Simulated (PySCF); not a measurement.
Stepwise substitution at one centre (Ge OH-SH). Isolated molecules, 0 K electronic values unless said otherwise. One relaxed conformer stands for each flexible species; it need not be the lowest. Strings in code marks are SMILES.

Method: PBE-D3(BJ)/def2-TZVP // B3LYP-D3(BJ)/def2-TZVP (PySCF 2.14.0). Excitations are Tamm–Dancoff values on a coarser integration grid. The basis has no diffuse functions, so Rydberg states are missing or too high.

```csv
species,LUMO (eV),HOMO (eV),S1–T1 gap (TDA) (eV),S1 excitation (TDA) (eV)
0 of 4 OH replaced by SH,-1.34,-7.40,0.32,6.21
1 of 4 OH replaced by SH (`[OH][Ge]([OH])([OH])[SH]`),-1.49,-6.55,0.38,5.23
2 of 4 OH replaced by SH (`[SH][Ge]([SH])([OH])[OH]`),-1.77,-6.55,0.36,4.94
3 of 4 OH replaced by SH (`[OH][Ge]([SH])([SH])[SH]`),-2.15,-6.27,0.32,4.26
4 of 4 OH replaced by SH,-2.48,-6.25,0.26,3.88
```
